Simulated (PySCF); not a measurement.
A structure optimised at ωB97X-D3(BJ)/def2-SVP, used in a PySCF frequency run:

```
Si
F 1 1.6060
Cl 1 2.0253 2 108.30
Cl 1 2.0253 2 108.30 3 -119.51
Br 1 2.1744 2 108.73 4 -120.25
```
Charge 0, spin multiplicity 1.

### Question
Write its SMILES, formula and point group.

### Answer
F[Si](Cl)(Cl)Br, BrCl2FSi, Cs

### Question
What are its rotational constants (standard atomic weights)?

### Answer
1.7911, 1.1218, 0.90316 GHz
